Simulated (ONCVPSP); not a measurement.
## Cutoff test, Rh, ONCV

ONCVPSP 4.0.1 input, shortened (lines: element, Z, core and valence counts, functional; n l f; lmax; l rc ep ncon nbas qcut; lloc lpopt rc5 dvloc0; l nproj debl; icmod fcfact rcfact), PBEsol, scalar-relativistic:

```
  Rh 45.00    6    5  -116133      upf
    1    0    2.00
    2    0    2.00
    2    1    6.00
    3    0    2.00
    3    1    6.00
    3    2   10.00
    4    0    2.00
    4    1    6.00
    4    2    8.00
    5    0    0.50
    5    1    0.50
    2
    0    1.30    0.00    4    7    8.50
    1    1.50    0.00    3    6    7.90
    2    1.30    0.00    3    6    8.40
    2    5    1.30    0.00
    0    2    0.80
    1    2    3.60
    2    0    3.00
    3    1.75    1.55
```

Problem. For each optimised wave give the share of its norm inside rc, the residual kinetic energy above qcut (Ha) and the cutoffs (Ha) for errors of 10, 1, 0.1 and 0.01 mHa per electron.

Solution.

| wave | norm inside rc | residual KE | 10 mHa | 1 mHa | 0.1 mHa | 0.01 mHa |
| --- | --- | --- | --- | --- | --- | --- |
| 4s | 0.838 | 6.3e-05 | 24.6 | 30.1 | 35.0 | 70.7 |
| 5s | 0.034 | 1.9e-05 | 18.6 | 26.5 | 32.3 | 39.9 |
| 4p | 0.861 | 6.2e-06 | 12.3 | 15.3 | 20.4 | 29.7 |
| 5p | 0.015 | 9.9e-07 | 7.5 | 11.4 | 14.6 | 24.6 |
| 4d | 0.420 | 3.3e-05 | 21.2 | 27.6 | 32.7 | 51.1 |

The occupied waves need 30 Ha and 35 Ha for 1 and 0.1 mHa. 1 of 4 tests not solved or not reliable.
